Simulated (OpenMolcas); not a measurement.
# Potential curves of GeH⁺: spin-free states

Calculated with OpenMolcas 26.06: state-averaged CASSCF(4,5) over Ge 4s 4p, H 1s, XMS-CASPT2 (IPEA 0.25, imaginary shift 0.2 hartree), scalar X2C, ANO-RCC-VTZP, then RASSI spin–orbit state interaction with atomic mean-field integrals. C2 symmetry about the axis (a holds Σ, Δ, Γ; b holds Π, Φ, H; Σ⁺ and Σ⁻ are not told apart); roots by multiplicity and irrep: 1a 1, 3b 2, 1b 2.

XMS-CASPT2 energies in eV from the lowest point. Curves are followed by energy order within each symmetry, so they are adiabatic and may change character at avoided crossings; Σ⁺ and Σ⁻ are counted together.

```tsv
R (Å)	(1)1Σ	(1)3Π	(1)1Π
1.366	0.475	2.900	4.170
1.445	0.167	2.610	3.788
1.516	0.034	2.470	3.555
1.588	0.000	2.406	3.391
1.667	0.048	2.392	3.267
1.747	0.159	2.415	3.179
1.858	0.384	2.477	3.096
2.001	0.735	2.565	3.027
2.223	1.307	2.684	2.964
2.541	2.005	2.800	2.928
3.017	2.630	2.903	2.935
3.652	2.914	2.970	2.966
```

Q: With masses 73.921 and 1.008 u, fit the curves (1)1Σ, (1)3Π near their minima.

A: At XMS-CASPT2, Te from the lowest curve (the fit fixes ωe to a per cent or two; the method's Re and ωe can be off by some per cent):

```json
{"curve": "(1)1Σ", "Te (cm⁻¹)": "0", "Re (Å)": "1.581", "ωe (cm⁻¹)": "2004.5"}
{"curve": "(1)3Π", "Te (cm⁻¹)": "19290", "Re (Å)": "1.651", "ωe (cm⁻¹)": "1321.9"}
```

Only roots inside an energy window near the equilibrium distance were included, so the list of states is not complete; labels number the states computed. Each spin and symmetry block has orbitals of its own, averaged over its own roots, so gaps between blocks are less sure than gaps within one and near the minimum can be off by tenths of an eV, in bad cases by more. No Rydberg orbitals are active, so Rydberg states, and σ→σ* states whose orbital the CASSCF left unused, can be missing between those listed. At stretched bonds a block can hold a wrong CASSCF solution and miss its lowest state; points past a visible jump are left out. No roots were computed in block 3a (none fell in the window or the block failed), so states of that kind are missing and can lie low or lowest. Points that failed a check (symmetry, reference weights, a jump) are left out.
